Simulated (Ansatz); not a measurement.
Consider the ligand exchange at the Si–N bond: `N[SiH](F)[SiH2][SiH3]` + HCl → `F[SiH](Cl)[SiH2][SiH3]` + NH₃.

Calculated with Ansatz (gas phase, PBE0-D4/def2-TZVP geometries, no zero-point term in ΔE). CBS: MP2 limit from def2 TZ/QZ plus the TZ coupled-cluster correction, frozen cores. This one scheme is used for every species. One conformer a species, not always the lowest.

```tsv
species	SCS-MP2/def2-TZVPP energy (Eh)
`N[SiH](F)[SiH2][SiH3]`	-1026.39622
HCl	-460.30218
`F[SiH](Cl)[SiH2][SiH3]`	-1430.25375
NH₃	-56.45777
```

Question: Work out ΔE.

Answer: ΔE = (-1430.25375) + (-56.45777) − (-1026.39622) − (-460.30218) = -0.01312 Eh = -8.2 kcal/mol. CCSD(T)/CBS gives -8.6 kcal/mol.

Largest T1 diagnostic among the species: 0.013.
